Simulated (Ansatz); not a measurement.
`Cl[CH2][AlH][Cl]`. The species carries charge 0 and has multiplicity 1.

```tsv
atom	x (Å)	y (Å)	z (Å)
Cl1	-1.1607	0.1116	-1.3447
C2	-0.8576	-0.1757	0.4618
Al3	0.9852	-0.0321	-0.1471
Cl4	1.8985	1.8521	0.0160
H5	-1.3444	0.6442	0.9830
H6	-1.3203	-1.1305	0.6972
H7	1.7992	-1.2697	-0.6662
```

Task: List the harmonic frequencies (cm⁻¹, unscaled) at PBE0-D4/def2-TZVP in Ansatz. (Estimate.)

Result: Ansatz gave: 92, 163, 187, 474, 498, 576, 592, 684, 713, 1052, 1103, 1414, 1988, 3127, 3211.

Task: Is this a minimum?

Result: Yes, all 15 modes are real.

Task: Give the ideal-gas thermochemistry at 298.15 K and 1 bar (rigid rotor, harmonic oscillator; point group C1, symmetry number 1).

Result: Zero-point energy 94.9 kJ/mol; H(298) − E = 112.9 kJ/mol; entropy 329.7 J/(mol·K), of which translation 167.8, rotation 113.7, vibration 48.2; G(298) − E = 14.6 kJ/mol. Modes under 100 cm⁻¹ are hindered rotations or soft bends, so the harmonic entropy is rough.
